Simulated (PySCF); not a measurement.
Excitation energy of F⁺ by level of theory

F⁺ [He] 2s2 2p4 (3P) → F⁺ [He] 2s2 2p3 3d1 (5D), as a difference of total energies. All numbers are calculated (PySCF 2.14, the non-relativistic Hamiltonian (point nucleus), in aug-cc-pVTZ with one added diffuse shell each of s, p, d, f type (6s5p4d3f, 62 functions)). Correlated levels: valence: 1s2 frozen. The calculations carry no spin-orbit coupling.

| method | excitation energy (cm⁻¹) |
| --- | --- |
| UHF | 224480 |
| MP2 (valence) | 233370 |
| SCS-MP2 (valence) | 234500 |
| CCSD (valence) | 233500 |
| CCSD(T) (valence) | 233670 |

A first-order spin-orbit estimate (lowest level to lowest level, LS coupling) adds 0.020 eV.

The promoted electron is Rydberg-like, and one or two diffuse shells describe it only roughly, which tends to raise the upper state.
